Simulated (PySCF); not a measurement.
Compound: GeH5N.
SMILES with atom numbers: `[NH2:1][GeH3:2]` (hydrogens: H3, H4 on N1; H5, H6, H7 on Ge2)

Theory: core-valence-separated Tamm–Dancoff BHandHLYP/aug-pcX-1 (pcseg-1 on H, def2-SVPD on Ge) in PySCF, non-relativistic, gas phase, PBE0-D3(BJ)/def2-SVP geometry.

Computed nitrogen K-edge spectrum, Gaussian lines of 0.5 eV full width, highest printed point 100; it ends one width below the last computed root. The energies are unshifted.

photon energy (eV), absorption and a bar:
```
    398.1          0 
    398.2          0 
    398.3          1 
    398.4          4 #
    398.5          7 ##
    398.6         12 ###
    398.7         15 ####
    398.8         16 #####
    398.9         13 ####
    399.0          9 ###
    399.1          5 #
    399.2          3 #
    399.3          3 #
    399.4          7 ##
    399.5         17 #####
    399.6         35 ##########
    399.7         58 #################
    399.8         81 ########################
    399.9         97 #############################
    400.0        100 ##############################
    400.1         90 ###########################
    400.2         70 #####################
    400.3         47 ##############
    400.4         26 ########
    400.5         12 ####
    400.6          5 ##
    400.7          4 #
    400.8          8 ##
    400.9         16 #####
    401.0         26 ########
    401.1         34 ##########
    401.2         36 ###########
    401.3         31 #########
    401.4         22 #######
    401.5         13 ####
    401.6          7 ##
    401.7          4 #
    401.8          3 #
    401.9          2 #
    402.0          2 #
    402.1          1 
    402.2          1 
    402.3          0
```

Question: Where are the maxima, and which lines make them up?

Answer: 3 maxima:
- 398.8 eV: N1 (nitrogen bonded to Ge and 2 H), 398.77 eV, f = 0.009, 100 % of the height at the exact maximum
- 400.0 eV: N1 (nitrogen bonded to Ge and 2 H), 399.85 eV, f = 0.037, 53 % of the height at the exact maximum; N1 (nitrogen bonded to Ge and 2 H), 400.11 eV, f = 0.034, 47 % of the height at the exact maximum
- 401.2 eV: N1 (nitrogen bonded to Ge and 2 H), 401.20 eV, f = 0.013, 62 % of the height at the exact maximum; N1 (nitrogen bonded to Ge and 2 H), 401.15 eV, f = 0.008, 38 % of the height at the exact maximum

Roots within 0.03 eV on the same or equivalent atoms count as one line; shares under 12 % aren't listed.

Vibrational structure and lifetime widths aren't in the curve. The ionisation threshold wasn't computed; near and above it a finite basis only mimics Rydberg series and continuum. Relativistic effects, spin–orbit coupling among them, are left out although an element past zinc is present.

Hardware: one thread, Arm Neoverse V1 (aarch64), shared host with 64 logical CPUs at a one-minute load of 31. Cost: 1.6 s wall, 0.50 GiB resident at most.
